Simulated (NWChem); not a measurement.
Everything below was run with NWChem. System: H2ClNTe, charge 0, spin multiplicity 1, at a geometry optimised with B3LYP/def2-SVP with def2 effective core potentials on Te. The structure started from a generated list of species. Level: constrained B3LYP/def2-SVP with def2 effective core potentials on Te, VWN1-RPA local correlation.

Job file:

```
start mol
memory heap 200 mb stack 800 mb global 1000 mb
geometry units angstroms nocenter noautoz noautosym
  Te    -0.508487    -0.167775     0.000000
  Cl     1.220626     1.542724     0.000000
  N      0.510886    -1.903653     0.000000
  H      1.057236    -2.088209    -0.839937
  H      1.057236    -2.088209     0.839937
end
basis spherical
  * library def2-svp
end
ecp
  Te library def2-ecp
end
dft
  xc b3lyp
  semidirect memsize 60000000 filesize 0
  iterations 100
  convergence nolevelshifting
  cdft 2 2 charge -1.0 pop lowdin
end
task dft energy
```

NWChem printed:

```
             Northwest Computational Chemistry Package (NWChem) 7.3.0
             --------------------------------------------------------

                                NWChem Input Module
                                -------------------

 Scaling coordinates for geometry "geometry" by  1.889725989
 (inverse scale =  0.529177249)

                             Geometry "geometry" -> ""
                             -------------------------

 Output coordinates in angstroms (scale by  1.889725989 to convert to a.u.)

  No.       Tag          Charge          X              Y              Z
 ---- ---------------- ---------- -------------- -------------- --------------
    1 Te                  52.0000    -0.50848700    -0.16777500     0.00000000
    2 Cl                  17.0000     1.22062600     1.54272400     0.00000000
    3 N                    7.0000     0.51088600    -1.90365300     0.00000000
    4 H                    1.0000     1.05723600    -2.08820900    -0.83993700
    5 H                    1.0000     1.05723600    -2.08820900     0.83993700

 Effective nuclear repulsion energy (a.u.)     339.3592118720

            Nuclear Dipole moment (a.u.)
            ----------------------------
        X                 Y               Z
 ---------------- ---------------- ----------------
    -0.0000151178     0.0000359048     0.0000000000


 Summary of "ao basis" -> "" (spherical)
 ------------------------------------------------------------------------------
       Tag                 Description            Shells   Functions and Types
 ---------------- ------------------------------  ------  ---------------------
 *                          def2-svp                  on all atoms

                                 NWChem DFT Module
                                 -----------------

 Summary of "ao basis" -> "ao basis" (spherical)
 ------------------------------------------------------------------------------
       Tag                 Description            Shells   Functions and Types
 ---------------- ------------------------------  ------  ---------------------
 Te                         def2-svp                10       26   4s4p2d
 Cl                         def2-svp                 8       18   4s3p1d
 N                          def2-svp                 6       14   3s2p1d
 H                          def2-svp                 3        5   2s1p

 Summary of "ao basis" -> "ao basis" (spherical)
 ------------------------------------------------------------------------------
       Tag                 Description            Shells   Functions and Types
 ---------------- ------------------------------  ------  ---------------------
 Te                         def2-svp                10       26   4s4p2d
 Cl                         def2-svp                 8       18   4s3p1d
 N                          def2-svp                 6       14   3s2p1d
 H                          def2-svp                 3        5   2s1p

            General Information
            -------------------
          SCF calculation type: DFT
          Wavefunction type:  closed shell.
          No. of atoms     :     5
          No. of electrons :    50
           Alpha electrons :    25
            Beta electrons :    25
          Charge           :     0
          Spin multiplicity:     1
          Use of symmetry is: off; symmetry adaption is: off
          Maximum number of iterations: 100
          AO basis - number of functions:    68
                     number of shells:    30
          Convergence on energy requested:  1.00D-06
          Convergence on density requested:  1.00D-05
          Convergence on gradient requested:  5.00D-04

              XC Information
              --------------
                         B3LYP Method XC Potential
                     Hartree-Fock (Exact) Exchange  0.200
                        Slater Exchange Functional  0.800 local
                    Becke 1988 Exchange Functional  0.720 non-local
              Lee-Yang-Parr Correlation Functional  0.810
                  VWN I RPA Correlation Functional  0.190 local

             Grid Information
             ----------------
          Grid used for XC integration:  medium
          Radial quadrature: Mura-Knowles
          Angular quadrature: Lebedev.
          Tag              B.-S. Rad. Rad. Pts. Rad. Cut. Ang. Pts.
          ---              ---------- --------- --------- ---------
          Te                  1.40      123           8.0       590
          Cl                  1.00       88          10.0       590
          N                   0.65       49           9.0       434
          H                   0.35       45          10.0       434
          Grid pruning is: on
          Number of quadrature shells:   350
          Spatial weights used:  Erf1

          Convergence Information
          -----------------------
          Convergence aids based upon iterative change in
          total energy or number of iterations.
          Levelshifting, if invoked, occurs when the
          HOMO/LUMO gap drops below (HL_TOL):  1.00D-02
          DIIS, if invoked, will attempt to extrapolate
          using up to (NFOCK): 10 stored Fock matrices.

                    Damping( 0%)  Levelshifting(0.0)       DIIS
                  --------------- ------------------- ---------------
          dE  on:    start             N/A                start
          dE off:    2 iters           N/A              100 iters

      Screening Tolerance Information
      -------------------------------
          Density screening/tol_rho:  1.00D-10
          AO Gaussian exp screening on grid/accAOfunc:  14
          CD Gaussian exp screening on grid/accCDfunc:  20
          XC Gaussian exp screening on grid/accXCfunc:  20
          Schwarz screening/accCoul:  1.00D-08

      Superposition of Atomic Density Guess
      -------------------------------------

 Sum of atomic energies:        -825.78997721

      Non-variational initial energy
      ------------------------------

 Total energy =    -782.043544
 1-e energy   =   -1521.241860
 2-e energy   =     566.252409
 HOMO         =      -0.214921
 LUMO         =      -0.063942

------------------------------------------------------------
EAF file 0: "./mol.aoints.0" size=524288 bytes
------------------------------------------------------------
               write      read    awrite     aread      wait
               -----      ----    ------     -----      ----
     calls:        1         0         0         0         0
   data(b): 5.24e+05  0.00e+00  0.00e+00  0.00e+00
   time(s): 0.00e+00  0.00e+00  0.00e+00  0.00e+00  0.00e+00
rate(mb/s): 0.00e+00  0.00e+00
------------------------------------------------------------

   convergence    iter        energy       DeltaE   RMS-Dens  Diis-err    time
 ---------------- ----- ----------------- --------- --------- ---------  ------
 d= 0,ls=0.0,diis     1   -784.0495321440 -9.57D+02  3.16D-02  3.28D-01     3.1
 CDFT multipliers:
      1       -0.7040279260
      iter =   10
 d= 0,ls=0.0,diis     2   -783.7140649991  3.35D-01  1.14D-02  8.61D-01     3.8
 CDFT multipliers:
      1       -0.8451737202
      iter =    8
 d= 0,ls=0.0,diis     3   -783.8130544452 -9.90D-02  6.82D-03  1.11D-01     4.5
 CDFT multipliers:
      1       -0.9131412998
      iter =    7
 d= 0,ls=0.0,diis     4   -783.8222436221 -9.19D-03  2.34D-03  4.37D-02     5.2
 CDFT multipliers:
      1       -0.9062849338
      iter =    5
 d= 0,ls=0.0,diis     5   -783.8280853027 -5.84D-03  3.56D-04  4.64D-04     5.9
 CDFT multipliers:
      1       -0.9049474774
      iter =    5
  Resetting Diis
 d= 0,ls=0.0,diis     6   -783.8281500822 -6.48D-05  1.23D-04  5.16D-05     6.6
 CDFT multipliers:
      1       -0.9063581914
      iter =    2
 d= 0,ls=0.0,diis     7   -783.8281559988 -5.92D-06  2.25D-05  3.57D-07     7.3
 CDFT multipliers:
      1       -0.0000716079
      iter =    2
 d= 0,ls=0.0,diis     8   -783.8281558383  1.60D-07  2.70D-09  7.42D-01     7.9
 CDFT multipliers:
      1       -0.9064297998
      iter =    2
 d= 0,ls=0.0,diis     9   -783.8281558307  7.61D-09  1.53D-05  2.23D-06     8.7
 CDFT multipliers:
      1       -0.9063548628
      iter =    2
 d= 0,ls=0.0,diis    10   -783.8281561555 -3.25D-07  1.69D-06  1.97D-08     9.4
  CDFT final multipliers
      1       -0.9063718733

         Total DFT energy =     -783.828156157659
      One electron energy =    -1523.374093479030
           Coulomb energy =      623.486105502490
    Exchange-Corr. energy =      -56.886074163484
 Nuclear repulsion energy =      172.945905982365

 Numeric. integr. density =       50.000003075254

     Total iterative time =      9.1s

                       DFT Final Molecular Orbital Analysis
                       ------------------------------------

 Vector   23  Occ=2.000000D+00  E=-4.849809D-01
              MO Center= -6.5D-02, -9.0D-01,  1.9D-10, r^2= 2.7D+00
   Bfn.  Coefficient  Atom+Function         Bfn.  Coefficient  Atom+Function
  ----- ------------  ---------------      ----- ------------  ---------------
     3      0.410316  1 Te s                 48     -0.349103  3 N  px
    12      0.310754  1 Te py                49      0.249124  3 N  py
    51      0.207351  3 N  px                 4      0.199767  1 Te s
    11     -0.191381  1 Te px                47     -0.189952  3 N  s
     2     -0.157805  1 Te s                  1     -0.152226  1 Te s

 Vector   24  Occ=2.000000D+00  E=-4.017823D-01
              MO Center=  2.4D-01, -1.6D+00,  4.7D-10, r^2= 1.7D+00
   Bfn.  Coefficient  Atom+Function         Bfn.  Coefficient  Atom+Function
  ----- ------------  ---------------      ----- ------------  ---------------
    49      0.400973  3 N  py                48      0.327187  3 N  px
    52     -0.306067  3 N  py                11     -0.297707  1 Te px
    51     -0.254780  3 N  px                14     -0.193719  1 Te px
     8      0.115256  1 Te px                46      0.104298  3 N  s
    47      0.102491  3 N  s                  5      0.090261  1 Te px

 Vector   25  Occ=2.000000D+00  E=-3.057680D-01
              MO Center= -4.6D-01, -1.8D-01,  4.3D-09, r^2= 2.3D+00
   Bfn.  Coefficient  Atom+Function         Bfn.  Coefficient  Atom+Function
  ----- ------------  ---------------      ----- ------------  ---------------
    13      0.657382  1 Te pz                16      0.499744  1 Te pz
    10     -0.245652  1 Te pz                 7     -0.190936  1 Te pz
    36     -0.089160  2 Cl pz                59      0.088034  4 H  s
    64     -0.088034  5 H  s                 50      0.077439  3 N  pz
    43      0.072192  2 Cl d  1              41     -0.070713  2 Cl d -1

 Vector   26  Occ=0.000000D+00  E=-2.393599D-01
              MO Center= -3.7D-02, -1.1D-01,  8.9D-09, r^2= 3.5D+00
   Bfn.  Coefficient  Atom+Function         Bfn.  Coefficient  Atom+Function
  ----- ------------  ---------------      ----- ------------  ---------------
    29      0.834516  2 Cl s                 30     -0.626596  2 Cl s
    11     -0.488147  1 Te px                12     -0.373682  1 Te py
    14     -0.270942  1 Te px                28     -0.249120  2 Cl s
    48     -0.198095  3 N  px                49     -0.194581  3 N  py
    52      0.176453  3 N  py                 8      0.172435  1 Te px

 Vector   27  Occ=0.000000D+00  E=-2.138122D-01
              MO Center=  1.1D+00,  1.4D+00,  9.4D-10, r^2= 3.1D+00
   Bfn.  Coefficient  Atom+Function         Bfn.  Coefficient  Atom+Function
  ----- ------------  ---------------      ----- ------------  ---------------
    30     -2.204286  2 Cl s                 29      2.027916  2 Cl s
    28     -0.514571  2 Cl s                 15      0.441304  1 Te py
    14      0.411423  1 Te px                 3      0.234075  1 Te s
    40      0.220819  2 Cl d -2              22      0.188512  1 Te d -2
    38      0.163041  2 Cl py                37      0.157356  2 Cl px

 Vector   28  Occ=0.000000D+00  E=-1.251311D-01
              MO Center= -1.2D-01, -2.6D-01,  2.3D-09, r^2= 3.7D+00
   Bfn.  Coefficient  Atom+Function         Bfn.  Coefficient  Atom+Function
  ----- ------------  ---------------      ----- ------------  ---------------
    47      0.692870  3 N  s                 15      0.617441  1 Te py
    12      0.380796  1 Te py                14     -0.381365  1 Te px
    52      0.330765  3 N  py                 4     -0.273722  1 Te s
    49     -0.272700  3 N  py                11     -0.244329  1 Te px
    44      0.243984  2 Cl d  2              46      0.209724  3 N  s

     ---------------------------------------------
      Total Density - Mulliken Population Analysis
     ---------------------------------------------

    Atom       Charge   Shell Charges
 -----------   ------   -------------------------------------------------------
    1 Te  24    22.64   1.77  0.28  1.47  0.30  2.91  3.13  1.83  0.96  9.83  0.18
    2 Cl  17    18.46   2.00  1.98  1.16  1.07  5.93  2.14  4.12  0.06
    3 N    7     7.30   1.99  1.02  0.48  2.37  1.43  0.01
    4 H    1     0.80   0.68  0.07  0.04
    5 H    1     0.80   0.68  0.07  0.04

     -------------------------------------------
      Total Density - Lowdin Population Analysis
     -------------------------------------------

    Atom       Charge   Shell Charges
 -----------   ------   -------------------------------------------------------
    1 Te  24    23.10   1.23  0.75  1.11  0.72  2.73  3.14  1.80  1.44  9.57  0.60
    2 Cl  17    18.00   2.00  1.96  1.09  0.94  5.83  2.41  3.71  0.06
    3 N    7     7.10   1.97  0.76  0.47  2.16  1.71  0.03
    4 H    1     0.90   0.58  0.19  0.12
    5 H    1     0.90   0.58  0.19  0.12

 center of mass
 --------------
 x =  -0.14716084 y =   0.01343537 z =   0.00000000

 moments of inertia (a.u.)
 ------------------
         527.912068925115        -210.562249288579           0.000000000000
        -210.562249288579         328.261097772061           0.000000000000
           0.000000000000           0.000000000000         846.016850446844

     Multipole analysis of the density
     ---------------------------------

     L   x y z        total         alpha         beta         nuclear
     -   - - -        -----         -----         ----         -------
     0   0 0 0     -0.000000    -25.000000    -25.000000     50.000000

     1   1 0 0     -2.158502    -14.531859    -14.531859     26.905216
     1   0 1 0     -3.756962     -6.317182     -6.317182      8.877402
     1   0 0 1     -0.000000     -0.000000     -0.000000      0.000000

     2   2 0 0    -34.716162    -80.917164    -80.917164    127.118167
     2   1 1 0    -10.803978    -46.177615    -46.177615     81.551253
     2   1 0 1      0.000000      0.000000      0.000000      0.000000
     2   0 2 0    -37.184773   -152.907283   -152.907283    268.629793
     2   0 1 1      0.000000      0.000000      0.000000      0.000000
     2   0 0 2    -32.993094    -19.015912    -19.015912      5.038730

 Task  times  cpu:       10.1s     wall:       10.1s

 Total times  cpu:       10.1s     wall:       10.1s
```
